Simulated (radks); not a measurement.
The numbers below are computed, except where a source is named.
Valence configurations of Er II (all share [Xe]). Level of theory: scalar-relativistic Kohn-Sham, PBE, spin-unpolarised, spherical densities, finite nucleus; Fermi nuclear charge, rms radius 5.2516 fm (a radial shooting solver on a logarithmic mesh with Libxc functionals). Order these by energy: 4f12 5d1; 4f11 6s2; 4f10 5d2 6s1; 4f12 6s0.5 6p0.5; 4f12 5d0.5 6p0.5; 4f12 6p1; 4f11 6s1 6p1; 4f12 6s1; 4f11 5d1 6s1; 4f13.

Answer. From the lowest, in eV above it: 4f12 6s1 0.000; 4f12 6s0.5 6p0.5 1.798; 4f13 1.869; 4f12 5d1 2.536; 4f12 5d0.5 6p0.5 2.972; 4f12 6p1 3.614; 4f11 6s2 4.028; 4f11 5d1 6s1 5.452; 4f11 6s1 6p1 8.274; 4f10 5d2 6s1 16.217. NIST lists [Xe] 4f12 6s1 as the ground configuration; this level of theory agrees among the configurations tried. The energies are those of spherical spin-averaged densities, not of single terms.
